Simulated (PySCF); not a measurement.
Species: C₇H₉N.
SMILES: `c1cnccc1CC`

Torsions of this conformer, `[CH3:1][CH2:2][c:3]1[cH:4][cH:5][n:6][cH:7][cH:8]1`: C1–C2–C3–C4 85°.

The closed-shell ground state was solved at several levels (PySCF, density fitting, gas phase, non-relativistic). One conformer (not necessarily the lowest) at the PBE0-D3(BJ)/def2-TZVP geometry, without solvent, vibrations or thermal averaging.

```tsv
level	basis functions	total energy (Eh)	HOMO (eV)	LUMO (eV)	gap (eV)	dipole (D)
KT3/pcSseg-2	414	-332.3479	-5.99	-1.58	4.41	2.70
B97-2/pcSseg-2	414	-326.9122	-7.05	-0.75	6.30	2.82
wB97X-D/pcSseg-2	414	-326.9158	-9.24	1.04	10.28	2.87
```

**Question.** What might PBE0/pcSseg-2 (414 basis functions) give for the same quantities?

**Answer.** Total energy -326.6381 Eh, HOMO -7.33 eV, LUMO -0.71 eV, gap 6.62 eV, dipole 2.84 D.

**Question.** Over all these levels, which gives the widest orbital gap and which the narrowest?

**Answer.** wB97X-D/pcSseg-2 (range-separated hybrid) has the widest, 10.28 eV, and KT3/pcSseg-2 (GGA) the narrowest, 4.41 eV. From the narrowest to the widest the HOMO moves by -3.25 eV and the LUMO by +2.62 eV.

**Question.** In the pcSseg-2 basis, how does the gap go with the fixed share of exact exchange?

**Answer.** KT3 (0 %) 4.41 eV; B97-2 (21 %) 6.30 eV; PBE0 (25 %) 6.62 eV. Each rise in the share widens the gap here.

**Question.** How far do the dipole and the HOMO energy spread over the levels?

**Answer.** The dipole runs from 2.70 to 2.87 D (mean 2.81 D) and the HOMO from -9.24 to -5.99 eV.

wB97X-D is run here without its empirical dispersion term; that term would change no orbital, density or response property at a fixed geometry.
